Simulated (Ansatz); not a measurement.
Geometry optimisation, Ansatz 0.2.0, RKS BLYP/def2-mTZVP.

input.yaml

```yaml
crystal:
  periodic: [false, false, false]
  atoms:
    - { symbol: C, position_ang: [0.03689, 1.64903, -0.11682] }
    - { symbol: S, position_ang: [0.11772, 0.37023, 1.17539] }
    - { symbol: C, position_ang: [-0.9719, -0.92381, 0.3566] }
    - { symbol: Ga, position_ang: [0.81835, -1.49032, -0.3282] }
    - { symbol: H, position_ang: [0.78013, 2.40107, 0.13009] }
    - { symbol: H, position_ang: [-0.9557, 2.09189, -0.10251] }
    - { symbol: H, position_ang: [0.2491, 1.21009, -1.09359] }
    - { symbol: H, position_ang: [-1.80035, -0.39732, -0.11832] }
    - { symbol: H, position_ang: [-1.36597, -1.5229, 1.18338] }
    - { symbol: H, position_ang: [1.50277, -0.8168, -1.54928] }
    - { symbol: H, position_ang: [1.58897, -2.57115, 0.46325] }
basis:
  gaussian: { orbitals: def2-mTZVP }
hamiltonian:
  xc: blyp
relax:
  f_tol: 0.02
  max_steps: 40
```

Launched with:

```bash
$ ansatz run input.yaml --threads 2 --pin off --max-ram 3072MiB --backend cpu --events-out ev --progress --plain --runs-dir out
```

Problem. Where does it end, and by what steps?

Solution. The forces met the threshold. The force dipped under the threshold on the way, but the program's further checks kept it going. After 7 steps the energy has fallen by 0.158 eV; H10 moved furthest, 0.32 Å.

```
step  energy less start (eV)  largest force component (eV/Å)  accepted
   0                  0.0000                           0.804       yes
   1                 -0.1222                           0.403       yes
   2                 -0.1490                           0.170       yes
   3                 -0.1500                           0.266       yes
   4                 -0.1573                           0.033       yes
   5                 -0.1579                           0.023       yes
   6                 -0.1583                           0.011       yes
   7                 -0.1584                           0.007       yes
```

```xyz
11
Properties=species:S:1:pos:R:3
C -0.013 1.790 -0.077
S 0.154 0.445 1.189
C -0.875 -0.929 0.388
Ga 0.830 -1.697 -0.338
H 0.674 2.590 0.217
H -1.040 2.174 -0.080
H 0.259 1.430 -1.074
H -1.621 -0.486 -0.277
H -1.371 -1.474 1.196
H 1.397 -1.086 -1.683
H 1.606 -2.755 0.539
```

Time of the run: 39 s on 2 threads of Arm Neoverse N1 (shared host), peak memory 0.17 GiB.
